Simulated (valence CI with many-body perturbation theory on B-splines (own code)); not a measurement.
# La⁵¹⁺: calculated level list

Calculated by valence CI with perturbative core correlation (CI+MBPT): four valence electrons over a frozen Dirac-Fock core [He], radial functions for each j: 11 s, 11 p, 10 d, 8 f, 5 g, 2 h, with the one-electron correlation potential Σ1 (screened to all orders), the two-electron term Σ2, the three-electron term Σ3, Breit, model QED; selected single and double excitations, second order for the rest, scaled by the run's own slope (own B-spline code, finite nucleus).

The last digits are not significant, and no measured levels were compared; by estimate large intervals hold to a few tenths of a per cent, small ones and those within an open d or f shell to about a per cent. Among the levels kept, up to 880 cm⁻¹ of a level comes from second order outside the variational space, and about a tenth of that is noise between levels of different J, which matters for small intervals.

Levels 136 to 180 of 208, with energies above the lowest level, (2s^2 2p1/2^2) J=0. "Leading %" is the weight of the configuration and term that name the level; weights of strongly mixed levels are sums over their largest components and can fall short. In the jj column 3d3/2^4 stands for four electrons in 3d with j = 3/2. Lifetimes count E1, E2, E3, M1 and M2 decay at the calculated energies, and are blank where another channel may lead or the interval is too uncertain; long ones can be off by a factor of two.

```
No.  Configuration  Term  J  E (× 10³ cm⁻¹)  Leading %  Lifetime      g                  Leading jj
136         2p3.3d   3F°  4           55228         48    414 fs  1.253  2p1/2^2 2p3/2 3d5/2 (98 %)
137      2s.2p2.3s    1S  0           55257         69   24.1 fs               2s 2p3/2^2 3s (99 %)
138         2p3.3d   3D°  2           55303         34   2.81 fs  1.247  2p1/2^2 2p3/2 3d5/2 (97 %)
139         2p3.3d   3D°  3           55408         45   1.28 fs  1.195  2p1/2^2 2p3/2 3d5/2 (94 %)
140         2p3.3d   3D°  1           55478         36   1.92 fs  1.038  2p1/2^2 2p3/2 3d5/2 (98 %)
141      2s.2p2.3p   3P°  0           55689         80    664 fs            2s 2p3/2^2 3p1/2 (98 %)
142      2s.2p2.3p   3P°  1           55691         37   6.64 fs  1.253     2s 2p3/2^2 3p1/2 (97 %)
143      2s.2p2.3p   3P°  1           55694         44   9.50 fs  1.361     2s 2p3/2^2 3p1/2 (97 %)
144      2s.2p2.3p   3D°  2           55711         33   12.7 fs  1.062     2s 2p3/2^2 3p1/2 (98 %)
145      2s.2p2.3p   3D°  3           55975         52   11.8 fs  1.382     2s 2p3/2^2 3p3/2 (97 %)
146      2s.2p2.3p   5D°  4           55977         58   1.21 ps  1.378     2s 2p3/2^2 3p3/2 (99 %)
147      2s.2p2.3p   3P°  1           56031         37   6.13 fs  1.492     2s 2p3/2^2 3p3/2 (89 %)
148      2s.2p2.3p   3P°  2           56171         23   6.82 fs  1.379     2s 2p3/2^2 3p3/2 (75 %)
149         2p3.3s   5S°  2           56375         41   20.7 fs  1.526     2p1/2 2p3/2^2 3s (82 %)
150         2p3.3s   3S°  1           56439         48   10.7 fs  1.315     2p1/2 2p3/2^2 3s (89 %)
151         2p3.3s   3D°  3           56454         71   28.2 fs  1.302     2p1/2 2p3/2^2 3s (71 %)
152      2s.2p2.3d    3D  2           56539         26   1.66 fs  1.375     2s 2p3/2^2 3d3/2 (93 %)
153      2s.2p2.3d    5D  3           56554         27   1.87 fs  1.300     2s 2p3/2^2 3d3/2 (89 %)
154      2s.2p2.3d    5P  1           56555         35   1.47 fs  1.770     2s 2p3/2^2 3d3/2 (88 %)
155         2p3.3s   1D°  2           56584         55   14.6 fs  1.123     2p1/2 2p3/2^2 3s (78 %)
156      2s.2p2.3d    3F  4           56599         35   2.11 fs  1.239     2s 2p3/2^2 3d3/2 (87 %)
157      2s.2p2.3p   3P°  0           56615         60    305 fs            2s 2p3/2^2 3p3/2 (98 %)
158      2s.2p2.3p   1P°  1           56626         33   6.28 fs  1.206     2s 2p3/2^2 3p3/2 (75 %)
159      2s.2p2.3p   3P°  2           56668         64   26.4 fs  1.383     2s 2p3/2^2 3p3/2 (87 %)
160      2s.2p2.3p   3D°  3           56706         47   9.28 fs  1.266     2s 2p3/2^2 3p3/2 (73 %)
161      2s.2p2.3d    5F  5           56719         57   4.59 ps  1.300     2s 2p3/2^2 3d5/2 (99 %)
162      2s.2p2.3p   3P°  2           56736         44   63.2 fs  1.323     2s 2p3/2^2 3p3/2 (97 %)
163      2s.2p2.3d    3F  4           56746         57   34.7 fs  1.252     2s 2p3/2^2 3d5/2 (88 %)
164         2p3.3p    5P  1           56818         40   14.0 fs  1.641  2p1/2 2p3/2^2 3p1/2 (89 %)
165         2p3.3s   3P°  0           56844         99   25.3 fs            2p1/2 2p3/2^2 3s (99 %)
166      2s.2p2.3d    3P  0           56849         75   4.99 fs            2s 2p3/2^2 3d5/2 (89 %)
167         2p3.3p    3F  2           56862         33   6.88 fs  1.215  2p1/2 2p3/2^2 3p1/2 (93 %)
168      2s.2p2.3p   1P°  1           56901         26   18.0 fs  1.228     2s 2p3/2^2 3p3/2 (70 %)
169      2s.2p2.3d    3D  3           56933         22   2.25 fs  1.152     2s 2p3/2^2 3d5/2 (51 %)
170      2s.2p2.3d    3P  1           56937         34   2.11 fs  1.425     2s 2p3/2^2 3d5/2 (89 %)
171         2p3.3s   3P°  1           56963         33   10.7 fs  1.259     2s 2p3/2^2 3p3/2 (50 %)
172         2p3.3p    3F  3           56991         24   3.37 fs  1.143  2p1/2 2p3/2^2 3p1/2 (53 %)
173      2s.2p2.3d    3P  2           57007         37   1.71 fs  1.284     2s 2p3/2^2 3d5/2 (91 %)
174      2s.2p2.3d    3D  1           57136         42   1.57 fs  0.663     2s 2p3/2^2 3d3/2 (71 %)
175         2p3.3p    3P  2           57198         45   4.09 fs  1.282  2p1/2 2p3/2^2 3p1/2 (88 %)
176      2s.2p2.3d    3F  2           57231         32   1.91 fs  1.031     2s 2p3/2^2 3d3/2 (86 %)
177      2s.2p2.3d    3D  1           57244         40   2.22 fs  0.828     2s 2p3/2^2 3d3/2 (79 %)
178      2s.2p2.3d    3F  3           57251         35   2.71 fs  1.022     2s 2p3/2^2 3d3/2 (88 %)
179      2s.2p2.3d    3D  2           57262         55   1.95 fs  1.134     2s 2p3/2^2 3d3/2 (84 %)
180      2s.2p2.3d    3P  0           57315         73   1.40 fs            2s 2p3/2^2 3d3/2 (90 %)
```

Where two levels of one J and parity lie close, their mixing, g and order are uncertain.
